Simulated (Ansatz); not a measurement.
System: 1,1,1,2,2,2-hexafluoroethane, C$_{2}$F$_{6}$, charge 0, multiplicity 1. 
Coordinates optimised at B3LYP-D3(BJ)/def2-TZVP (Ansatz, an electronic-structure program):
```
C
F 1 1.3334
F 1 1.3334 2 109.09
F 1 1.3334 2 109.09 3 119.07
C 1 1.5541 2 109.85 4 120.47
F 5 1.3334 1 109.85 2 -180.00
F 5 1.3334 6 109.09 1 -120.47
F 5 1.3334 6 109.09 7 -119.07
```

Basis-set convergence of Hartree-Fock and MP2 correlation energies (hartree) with Ansatz. Cores are frozen in the correlated levels unless marked. No spin-orbit coupling. No relativistic terms.

```csv
basis,functions,E(HF),"E(corr, MP2)"
aug-cc-pVDZ,184,-672.46325,-1.47542
aug-cc-pVTZ,368,___,___
```

### Question
Fill in the missing entries.

### Answer

- aug-cc-pVTZ, E(HF): -672.65103
- aug-cc-pVTZ, E(corr, MP2): -1.84846
